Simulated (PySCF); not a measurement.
Si(Me)2(SiH3)2, SMILES [SiH3][Si](C)(C)[SiH3] (C2H12Si3), singlet (GFN2-xTB optimised geometry):

```
17

C     -0.824    -1.765    -1.525
Si    -0.214    -0.775     0.000
C     -0.823    -1.765     1.525
Si     2.120    -0.775     0.000
Si    -1.267     1.309     0.000
H     -0.415    -2.772    -1.539
H     -0.526    -1.280    -2.451
H     -1.907    -1.854    -1.539
H     -0.523    -1.281     2.451
H     -0.416    -2.773     1.538
H     -1.907    -1.852     1.541
H      2.733    -2.108     0.002
H      2.664    -0.085    -1.174
H      2.664    -0.082     1.173
H     -0.899     2.104    -1.176
H     -2.733     1.255     0.005
H     -0.891     2.108     1.171
```

Calculation: CAM-B3LYP/def2-SVP (PySCF).

Question: What are the frontier orbital energies and the dipole moment?

Answer: HOMO-2 -10.03 eV, HOMO-1 -9.50 eV, HOMO -9.09 eV, LUMO 0.87 eV, LUMO+1 1.44 eV; dipole moment 1.07 D.

On the same geometry PBE/def2-SVP (PySCF) gives HOMO-2 -7.40 eV, HOMO-1 -7.02 eV, HOMO -6.75 eV, LUMO -1.03 eV, LUMO+1 -0.51 eV; dipole moment 1.17 D.

Meta-Löwdin charges at CAM-B3LYP/def2-SVP: C1 -0.52, Si2 0.45, C3 -0.52, Si4 0.24, Si5 0.24, H6 0.11, H7 0.11, H8 0.11, H9 0.11, H10 0.11, H11 0.11, H12 -0.09, H13 -0.09, H14 -0.09, H15 -0.09, H16 -0.09, H17 -0.09.
